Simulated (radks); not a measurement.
Values are calculated unless marked as measured or tabulated.
Valence configurations of Tc+ (all share [Kr]). Code: a radial shooting solver on a logarithmic mesh with Libxc functionals. Model: scalar-relativistic Kohn-Sham, r2SCAN, spin-unpolarised, spherical densities, finite nucleus; meta-GGA in the generalised Kohn-Sham scheme; Fermi nuclear charge, rms radius 4.4112 fm. Energies are relative to 4d5 5s1; eigenvalues in eV.

valence,E (eV),e(4d),e(5p),e(5s)
4d5 5s1,0.000,-14.142,-,-11.256
4d4.5 5s1 5p0.5,4.076,-16.169,-7.439,-12.342
4d5 5p1,4.605,-15.321,-7.282,-
4d4 5s1 5p1,8.745,-18.199,-8.242,-13.391
4d3 5s1 5p2,19.999,-22.267,-9.687,-15.349
4d5 5s0.5 5p0.5,2.318,-14.740,-6.947,-11.538
4d6,-2.292,-11.388,-,-
4d4 5s2,3.532,-17.053,-,-12.812
4d2 5s1 5p3,33.948,-26.333,-10.998,-17.166
4d5.5 5s0.5,-1.297,-12.742,-,-10.449

NIST lists [Kr] 4d5 5s1 as the ground configuration; this level of theory puts 4d6 lower, by 2.292 eV. The energies are those of spherical spin-averaged densities, not of single terms.
